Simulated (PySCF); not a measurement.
## F⁺ (fluorine, charge +1): UHF calculation

Configuration: [He] 2s2 2p4, high-spin 3P determinant. All numbers are calculated (PySCF 2.14, scalar relativity by spin-free X2C-1e, in x2c-TZVPall).

* Total energy: -98.924060 hartree
* One-electron energy: -133.3200 hartree
* Hartree (Coulomb) energy: 44.0850 hartree
* Exchange energy: -9.6890 hartree
* ⟨S²⟩: 2.0051
* ⟨L²⟩: 2.009
* Sum of ⟨r⟩: 6.154 bohr
* Sum of ⟨r²⟩: 7.101 bohr²
* Traceless quadrupole moment −½Σ⟨3z² − r²⟩ along its main axis: -0.537 e·bohr²
* Langevin diamagnetic susceptibility: -5.62 ×10⁻⁶ cm³/mol
* Time after the integrals: 0.09 s of wall time on 1 thread of Neoverse-V1 (shared host)

| shell | electrons | mean orbital energy (hartree) | spread (hartree) | rms radius, mean of both spins (bohr) |
| --- | --- | --- | --- | --- |
| 1s α | 1 | -27.21798 | 0 | 0.204 |
| 1s β | 1 | -27.11045 | 0 | 0.204 |
| 2s α | 1 | -2.40384 | 0 | 1.05 |
| 2s β | 1 | -1.99776 | 0 | 1.05 |
| 2p α | 3 | -1.49607 | 0.12130 | 1.09 |
| 2p β | 1 | -1.30988 | 0 | 1.09 |
